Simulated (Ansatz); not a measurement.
`[AlH2][CH]1C[SiH2]1` + CH₃OH → `C[O][AlH2]` + `C1C[SiH2]1` at 600 K and 1 bar (ligand exchange at the Al–C bond).

Computed with Ansatz on PBE0-D4/def2-TZVP structures; ΔE is electronic, products minus reactants. CBS: MP2 limit from def2 TZ/QZ plus the TZ coupled-cluster correction, frozen cores. This one scheme is used for every species.

```json
{"species": "`[AlH2][CH]1C[SiH2]1`", "CCSD(T)/CBS energy (Eh)": "-611.35805", "H − E (kJ/mol)": "254.2", "S (J/(mol·K))": "424.4"}
{"species": "CH₃OH", "CCSD(T)/CBS energy (Eh)": "-115.61712", "H − E (kJ/mol)": "163.6", "S (J/(mol·K))": "277.3"}
{"species": "`C[O][AlH2]`", "CCSD(T)/CBS energy (Eh)": "-358.26893", "H − E (kJ/mol)": "190.1", "S (J/(mol·K))": "361.4"}
{"species": "`C1C[SiH2]1`", "CCSD(T)/CBS energy (Eh)": "-368.74760", "H − E (kJ/mol)": "226.4", "S (J/(mol·K))": "334.3"}
```

H − E and S are ideal-gas, rigid-rotor, harmonic terms from PBE0-D4/def2-TZVP, for one conformer and one mirror image of each species. 1 Eh = 2625.50 kJ/mol, R = 8.31446 J/(mol·K).

Task: By hand: ΔE, ΔH, ΔS and ΔG.

Result: ΔE = (-358.26893) + (-368.74760) − (-611.35805) − (-115.61712) = -0.04136 Eh = -108.6 kJ/mol. Δ(H − E) = 190.1 + 226.4 − 254.2 − 163.6 = -1.3, so ΔH = -109.9 kJ/mol. ΔS = 361.4 + 334.3 − 424.4 − 277.3 = -6.0 J/(mol·K). ΔG = -109.9 − 600 × (-6.0)/1000 = -106.3 kJ/mol.

Task: By hand: the equilibrium constant, and the temperature at which ΔG would vanish if ΔH and ΔS stayed fixed.

Result: log₁₀ K = −ΔG/(RT ln 10) = 9.3. ΔG = 0 at ΔH/ΔS = 18317 K, far beyond where these terms or the molecules hold.

The number of gas molecules stays the same, so ΔS is small and ΔH decides. A doubt of 5 kJ/mol in ΔE shifts log₁₀ K by 0.4 here. Other conformers and mirror images would add mixing entropy, several J/(mol·K) or more a flexible species. These are equilibria of isolated gas molecules and say nothing of rates. Largest T1 diagnostic: 0.012 (customary marks: 0.02 for closed shells, 0.045 for open ones).
